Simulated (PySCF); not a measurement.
Cost against size for one kind of job: PySCF 2.14.0, PBE0-D3(BJ)/def2-SVP geometry optimisation, gas phase; work: geometry optimisation from a GFN2-xTB start shaken at random. Hardware: an Arm Neoverse V1 with one thread (shared host). The host was shared with other jobs, so the times are rough. Peak memory is the resident size of the whole Python process, interpreter and libraries included.

```csv
species (SMILES),atoms,electrons,basis functions,SCF cycles,gradient evaluations,wall time,peak memory
C#C[Si](Cl)(Cl)C#C,9,74,120,59,9,58 s,0.49 GiB
C=C(CF)[SiH2]O,13,56,123,41,6,32 s,0.52 GiB
C[CH2][Zr]([Cl])([Cl])[Cl],11,108,138,107,15,2.7 min,0.53 GiB
[H][Si]([H])(CC=C)CC=C,19,62,162,89,13,2.6 min,0.66 GiB
C[C](C)(C)[In]([Cl])[Cl],16,116,163,45,7,?,?
N#C[C@@H]1[C@@H](F)O[C@@H]1C(F)(F)F,14,84,169,65,9,2.5 min,0.70 GiB
```

Estimate the withheld figures.

`C[C](C)(C)[In]([Cl])[Cl]`: 1.8 min, 0.67 GiB.
